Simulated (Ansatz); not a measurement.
A nudged elastic band was laid between two geometries of CH₆N₂OSi (11 atoms, charge 0, multiplicity 1).

Level of theory: Ansatz, RKS LDA/6-31G*.

```json
{
 "movable images": "5",
 "climbing image": "yes",
 "spring": "5.0 eV/Å²",
 "optimiser": "quadratic models (default)",
 "start path": "through a guess of the saddle point",
 "force threshold": "0.05 eV/Å",
 "iteration limit": "60",
 "end points": "relaxed"
}
```

First end point:

```xyz
11
Properties=species:S:1:pos:R:3
N 0.226 1.253 0.826
C 0.044 -0.004 0.217
N 0.191 -1.087 1.113
O -1.145 -0.222 -0.591
Si 0.218 -0.279 -1.615
H 0.282 2.016 0.141
H -0.546 1.445 1.485
H -0.717 -1.512 1.328
H 0.715 -0.821 1.951
H 0.222 0.783 -2.681
H 0.576 -1.631 -2.154
```

Last end point:

```xyz
11
Properties=species:S:1:pos:R:3
N 0.154 1.333 0.833
C -0.059 0.062 0.277
N -0.084 -0.894 1.311
O -1.180 -0.149 -0.617
Si 0.248 -0.293 -1.540
H 0.219 2.069 0.124
H -0.599 1.545 1.505
H 0.802 -0.921 1.825
H -0.352 -1.824 0.976
H 0.367 0.702 -2.663
H 0.548 -1.688 -2.010
```

(1) Which bonds break or form, and what moves?

(2) What energy profile does the band end with?

(3) What is the geometry of the highest image?

(4) What are the harmonic wavenumbers there?

The band took 8 iterations and about 2.4 core-minutes.

Answers

(1) No bond is made or broken. The dihedral N1–C2–N3–H8 goes from 107 to -61°.

(2) The forces met the threshold. The highest image is number 3 of 0 to 6, 13.6 kJ/mol above the first end and 23.8 kJ/mol above the last; the last end lies 10.2 kJ/mol below the first. A vibrational analysis at the climbing image gives one clearly imaginary mode, 269i cm⁻¹: a first-order saddle point.

| image | path coordinate (Å) | energy (kJ/mol) | dihedral N1–C2–N3–H8 (°) |
| --- | --- | --- | --- |
| 0 | 0.00 | 0.0 | 107 |
| 1 | 0.68 | 2.5 | 73 |
| 2 | 1.36 | 8.6 | 42 |
| 3 | 2.04 | 13.6 | 10 |
| 4 | 2.58 | 8.0 | -16 |
| 5 | 3.12 | -4.2 | -39 |
| 6 | 3.66 | -10.2 | -61 |

(3) 
```xyz
11
Properties=species:S:1:pos:R:3
N 0.020 1.263 0.823
C -0.062 -0.014 0.220
N -0.054 -1.073 1.151
O -1.213 -0.138 -0.762
Si 0.245 -0.305 -1.570
H -0.010 2.008 0.117
H -0.807 1.403 1.427
H -0.153 -0.723 2.111
H 0.802 -1.631 1.106
H 0.672 0.806 -2.488
H 0.627 -1.651 -2.114
```

(4) 269i, 196, 236, 351, 376, 414, 482, 519, 629, 645, 712, 747, 835, 911, 968, 1077, 1100, 1302, 1365, 1614, 1634, 2159, 2182, 3332, 3422, 3470, 3527 cm⁻¹.

Time of the run: 2.5 min on 1 thread of Intel(R) Xeon(R) Processor @ 2.70GHz, on a shared host, peak memory 0.14 GiB.
